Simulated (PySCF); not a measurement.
SMILES B[SiH2]C=C (C2H7BSi) (GFN2-xTB optimised geometry):

```
11

B      1.538    -1.608     0.000
Si    -0.418    -1.608     0.000
C     -1.083     0.167     0.000
C     -0.332     1.255    -0.055
H      2.158    -1.762    -0.980
H      2.149    -1.435     0.984
H     -1.078    -2.254    -1.155
H     -1.055    -2.253     1.169
H     -2.158     0.292     0.047
H      0.745     1.202    -0.103
H     -0.746     2.254    -0.055
```

Method: PBE0/def2-TZVP in PySCF.

What are the frontier orbital energies and the dipole moment?

HOMO-2 -8.99 eV, HOMO-1 -8.46 eV, HOMO -7.90 eV, LUMO -2.65 eV, LUMO+1 -0.28 eV; dipole moment 0.60 D.

Meta-Löwdin charges at PBE0/def2-TZVP: B1 -0.18, Si2 0.48, C3 -0.32, C4 -0.24, H5 0.04, H6 0.04, H7 -0.10, H8 -0.09, H9 0.13, H10 0.11, H11 0.12.
